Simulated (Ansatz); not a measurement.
Reaction (hydrogenolysis of a C–O bond): `OBCO` + H₂ → `CBO` + H₂O

Program: Ansatz. Geometries: PBE0-D4/def2-TZVP. ΔE: electronic, gas phase. CCSD(T)/CBS is the MP2 limit (def2-TZVPP, def2-QZVPP) plus CCSD(T) − MP2 in def2-TZVPP, frozen cores. This one scheme is used for every species. DFT in def2-TZVPP. HSE06 is defined as in plane-wave codes. Each species was taken in one conformer, which may not be the lowest.

```csv
level,ΔE (kJ/mol)
BLYP-D4,-111.2
HSE06-D4,-119.7
r2SCAN,-117.5
LC-ωPBE,-122.0
RPA@PBE/def2-TZVPP,-116.8
HF/def2-QZVPP,-130.0
MP2/def2-QZVPP,-127.0
CCSD/CBS(def2),-127.4
```

(1) What does CCSD(T)/CBS give? (Estimate.)

Largest T1 diagnostic among the species: 0.012.

Results:

(1) Computed: -124.4 kJ/mol. The listed levels differ from it by 13.2, 4.7, 6.9, 2.4, 7.6, -5.6, -2.6, -3.0 kJ/mol.

Leaving LDA and LC-ωPBE aside and taking each functional with its dispersion term where it has one, the values, not all of them listed here, spread over 14.2 kJ/mol, from PBE-QIDH to revPBE-D4. LDA lies +8.2 kJ/mol from PBE without D4. In def2-TZVPP, CCSD(T) changes the Hartree–Fock value by +7.1 kJ/mol (the triples alone add +3.0 kJ/mol) and MP2 by +3.8 kJ/mol. From BLYP to BHLYP (50 % exact exchange), in def2-TZVPP and without D4, ΔE moves by −7.0 kJ/mol.
